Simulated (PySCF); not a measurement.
PySCF input file for Ga(F)(SiH3)2 (FGaH6Si2), SMILES [F][Ga]([SiH3])[SiH3], TDA-LC-ωPBE/def2-SVPD. Geometry optimised at PBE0-D3(BJ)/def2-SVP.

```python
import numpy as np
from pyscf import gto, scf, dft, tdscf

mol = gto.M(
    atom='''
    Ga   -0.18833964   -0.12114458    0.02101464
    F    -1.67608086   -1.06814440    0.17671330
    Si   -0.50820807    1.87427838   -1.30315496
    H     0.79254741    2.35785629   -1.86215362
    H    -1.06689273    2.95256952   -0.42697174
    H    -1.46189550    1.62817943   -2.42699603
    Si    1.67886541   -1.12670525    1.17821027
    H     2.63684120   -0.07643348    1.64526998
    H     2.40783882   -2.02553946    0.22742757
    H     1.22561492   -1.93387473    2.35077565
    ''',
    basis='def2-SVPD',
    charge=0,
    spin=0,
    max_memory=1600,
    verbose=4,
)
mf = dft.RKS(mol, xc='lc_wpbe').density_fit(auxbasis='def2-universal-jkfit')
mf.grids.level = 3
mf.conv_tol = 1e-9
mf.max_cycle = 100
mf.kernel()
mf.grids = dft.Grids(mol).set(level=1).build(with_non0tab=True)  # coarser grid for the response kernel
td = tdscf.TDA(mf)
td.singlet = True
td.nstates = 10
td.conv_tol = 1e-4
td.positive_eig_threshold = 1e-6
td.kernel(x0=td.get_init_guess(mf, 15))
td.analyze()
tt = tdscf.TDA(mf)
tt.singlet = False
tt.nstates = 4
tt.conv_tol = 1e-4
tt.positive_eig_threshold = 1e-6
tt.kernel(x0=tt.get_init_guess(mf, 9))
tt.analyze(verbose=3)
```

Program output:

```
PySCF version 2.14.0

[INPUT] verbose = 4
[INPUT] num. atoms = 10
[INPUT] num. electrons = 74
[INPUT] charge = 0
[INPUT] spin (= nelec alpha-beta = 2S) = 0
[INPUT] symmetry False subgroup None
[INPUT] Mole.unit = angstrom
[INPUT] Symbol           X                Y                Z      unit          X                Y                Z       unit  Magmom
[INPUT]  1 Ga    -0.188339640000  -0.121144580000   0.021014640000 AA   -0.355910337999  -0.228930077675   0.039711914206 Bohr   0.0
[INPUT]  2 F     -1.676080860000  -1.068144400000   0.176713300000 AA   -3.167333788025  -2.018500377488   0.333939739568 Bohr   0.0
[INPUT]  3 Si    -0.508208070000   1.874278380000  -1.303154960000 AA   -0.960374066594   3.541872819393  -2.462605972269 Bohr   0.0
[INPUT]  4 H      0.792547410000   2.357856290000  -1.862153620000 AA    1.497697545633   4.455702629183  -3.518960343667 Bohr   0.0
[INPUT]  5 H     -1.066892730000   2.952569520000  -0.426971740000 AA   -2.016135063990   5.579547756539  -0.806859651529 Bohr   0.0
[INPUT]  6 H     -1.461895500000   1.628179430000  -2.426996030000 AA   -2.762582117734   3.076813204350  -4.586357802107 Bohr   0.0
[INPUT]  7 Si     1.678865410000  -1.126705250000   1.178210270000 AA    3.172595824906  -2.129164345610   2.226494727450 Bohr   0.0
[INPUT]  8 H      2.636841200000  -0.076433480000   1.645269980000 AA    4.982907701969  -0.144438343947   3.109109663169 Bohr   0.0
[INPUT]  9 H      2.407838820000  -2.025539460000   0.227427570000 AA    4.550155921896  -3.827714833899   0.429775820475 Bohr   0.0
[INPUT] 10 H      1.225614920000  -1.933874730000   2.350775650000 AA    2.316076532981  -3.654493598917   4.442322158796 Bohr   0.0

nuclear repulsion = 412.547057694455
number of shells = 67
number of NR pGTOs = 257
number of NR cGTOs = 157
basis = def2-SVPD
ecp = {}


[settings echo left out]
init E= -2605.42487311206
  HOMO = -0.259848877842674  LUMO = -0.0494516988344862  gap/eV = 5.72520
cycle= 1 E= -2606.22418784206  delta_E= -0.799  |g|= 0.791  |ddm|= 3.27
  HOMO = -0.304128515989825  LUMO = -0.0370062276693739  gap/eV = 7.26877
cycle= 2 E= -2606.17326976821  delta_E= 0.0509  |g|= 1.08  |ddm|=  1.3
  HOMO = -0.372627522733018  LUMO = -0.0181064490594771  gap/eV = 9.64701
cycle= 3 E= -2606.34188838911  delta_E= -0.169  |g|= 0.0693  |ddm|= 0.687
  HOMO = -0.362149312808964  LUMO = -0.00528869014401634  gap/eV = 9.71067
cycle= 4 E= -2606.34305309938  delta_E= -0.00116  |g|= 0.0475  |ddm|= 0.153
  HOMO = -0.362409783137129  LUMO = -0.00374843095709965  gap/eV = 9.75967
cycle= 5 E= -2606.34344432535  delta_E= -0.000391  |g|= 0.00723  |ddm|= 0.071
  HOMO = -0.364349648936413  LUMO = -0.00484144657588903  gap/eV = 9.78272
cycle= 6 E= -2606.34346947995  delta_E= -2.52e-05  |g|= 0.00141  |ddm|= 0.0283
  HOMO = -0.364325303809939  LUMO = -0.0048092986782371  gap/eV = 9.78293
cycle= 7 E= -2606.34347103953  delta_E= -1.56e-06  |g|= 0.000315  |ddm|= 0.00633
  HOMO = -0.364364361752927  LUMO = -0.00481942492602183  gap/eV = 9.78372
cycle= 8 E= -2606.34347113164  delta_E= -9.21e-08  |g|= 6.37e-05  |ddm|= 0.00121
  HOMO = -0.36435866301412  LUMO = -0.00481471477043716  gap/eV = 9.78369
cycle= 9 E= -2606.34347113878  delta_E= -7.14e-09  |g|= 1.1e-05  |ddm|= 0.000264
  HOMO = -0.364358629076325  LUMO = -0.00481515760341544  gap/eV = 9.78368
cycle= 10 E= -2606.3434711389  delta_E= -1.21e-10  |g|= 3.84e-06  |ddm|= 4.82e-05
  HOMO = -0.364358410747651  LUMO = -0.00481518681324999  gap/eV = 9.78367
Extra cycle  E= -2606.34347113892  delta_E= -1.82e-11  |g|= 2.56e-06  |ddm|= 1.1e-05
converged SCF energy = -2606.34347113892
tot grids = 40376
Overwritten attributes  positive_eig_threshold  of <class 'pyscf.tdscf.rks.TDA'>


******** <class 'pyscf.tdscf.rks.TDA'> for <class 'pyscf.df.df_jk.DFRKS'> ********
nstates = 10 singlet
deg_eia_thresh = 1.000e-03
wfnsym = None
conv_tol = 0.0001
eigh lindep = 1e-12
eigh level_shift = 0
eigh max_cycle = 100


Excitation energies (eV)
[4.27766121 6.23022359 6.93605186 6.98602916 7.54349793 7.69069697
 7.72254845 7.80951858 8.08034137 8.09484084]

** Singlet excitation energies and oscillator strengths **
Excited State   1:      4.27766 eV    289.84 nm  f=0.0000
      37 -> 38       -0.69823
Excited State   2:      6.23022 eV    199.00 nm  f=0.0127
      37 -> 39        0.11632
      37 -> 40       -0.64601
      37 -> 41        0.19126
Excited State   3:      6.93605 eV    178.75 nm  f=0.8680
      36 -> 38        0.14178
      37 -> 39       -0.61867
      37 -> 40       -0.15567
      37 -> 41       -0.13163
      37 -> 43        0.11634
Excited State   4:      6.98603 eV    177.47 nm  f=0.1206
      32 -> 38       -0.14827
      36 -> 38        0.64169
      37 -> 39        0.15711
Excited State   5:      7.54350 eV    164.36 nm  f=0.3538
      34 -> 38       -0.16219
      37 -> 39       -0.18381
      37 -> 40        0.13108
      37 -> 41        0.61293
      37 -> 45        0.12979
Excited State   6:      7.69070 eV    161.21 nm  f=0.0317
      30 -> 38        0.14060
      36 -> 40        0.11712
      37 -> 42        0.29607
      37 -> 43       -0.39342
      37 -> 44        0.38920
Excited State   7:      7.72255 eV    160.55 nm  f=0.0595
      37 -> 42       -0.21145
      37 -> 43       -0.50935
      37 -> 44       -0.30531
Excited State   8:      7.80952 eV    158.76 nm  f=0.0006
      30 -> 38       -0.41712
      35 -> 38        0.52811
Excited State   9:      8.08034 eV    153.44 nm  f=0.0136
      30 -> 38       -0.29875
      32 -> 38        0.40667
      33 -> 38       -0.28717
      34 -> 38        0.11262
      35 -> 38       -0.20828
      35 -> 43        0.10705
      37 -> 44        0.12900
Excited State  10:      8.09484 eV    153.16 nm  f=0.0097
      30 -> 38        0.18488
      31 -> 38       -0.13851
      32 -> 38        0.46107
      33 -> 38        0.34035
      35 -> 38        0.10319
      35 -> 43        0.11506
      37 -> 44       -0.12485

** Transition electric dipole moments (AU) **
state          X           Y           Z        Dip. S.      Osc.
  1         0.0086      0.0068      0.0005      0.0001      0.0000
  2        -0.1232      0.1741     -0.1942      0.0832      0.0127
  3        -1.1612      1.6162     -1.0711      5.1078      0.8680
  4         0.1388     -0.0703      0.8248      0.7045      0.1206
  5         0.6327     -0.8800      0.8601      1.9145      0.3538
  6        -0.3494     -0.0808     -0.1985      0.1680      0.0317
  7         0.0046      0.3709     -0.4206      0.3144      0.0595
  8         0.0341      0.0368      0.0205      0.0029      0.0006
  9        -0.0577     -0.2517     -0.0453      0.0687      0.0136
 10         0.1994     -0.0427     -0.0859      0.0490      0.0097

** Transition velocity dipole moments (imaginary part, AU) **
state          X           Y           Z        Dip. S.      Osc.
  1         0.0011      0.0006     -0.0002      0.0000      0.0000
  2        -0.0013      0.0031     -0.0024      0.0000      0.0000
  3        -0.2596      0.3555     -0.2782      0.2711      0.7090
  4         0.0662     -0.0874      0.0890      0.0199      0.0517
  5         0.1545     -0.2141      0.1900      0.1058      0.2544
  6        -0.0711      0.0146     -0.0321      0.0063      0.0149
  7        -0.0330      0.1087     -0.0792      0.0192      0.0451
  8        -0.0021     -0.0007      0.0033      0.0000      0.0000
  9         0.0109     -0.0363      0.0102      0.0015      0.0035
 10         0.0196     -0.0225      0.0053      0.0009      0.0021

** Transition magnetic dipole moments (imaginary part, AU) **
state          X           Y           Z
  1        -0.6476     -0.4128      0.0682
  2         0.1190     -0.2488     -0.4058
  3        -0.1252      0.2378      0.2735
  4        -0.1283      0.1498     -0.3040
  5         0.0689     -0.1386     -0.1405
  6        -0.1159      0.0991     -0.0947
  7        -0.0804      0.1961     -0.0951
  8         0.2429      0.1641     -0.0340
  9         0.2971     -0.4134      0.3324
 10         0.3566     -0.4570      0.3935


******** <class 'pyscf.tdscf.rks.TDA'> for <class 'pyscf.df.df_jk.DFRKS'> ********
nstates = 4 triplet
deg_eia_thresh = 1.000e-03
wfnsym = None
conv_tol = 0.0001
eigh lindep = 1e-12
eigh level_shift = 0
eigh max_cycle = 100


Excitation energies (eV)
[3.55757062 5.38266564 5.57537271 5.66132559]

** Triplet excitation energies and oscillator strengths **
Excited State   1:      3.55757 eV    348.51 nm  f=0.0000
Excited State   2:      5.38267 eV    230.34 nm  f=0.0000
Excited State   3:      5.57537 eV    222.38 nm  f=0.0000
Excited State   4:      5.66133 eV    219.00 nm  f=0.0000
```

The calculation finished and met its thresholds.
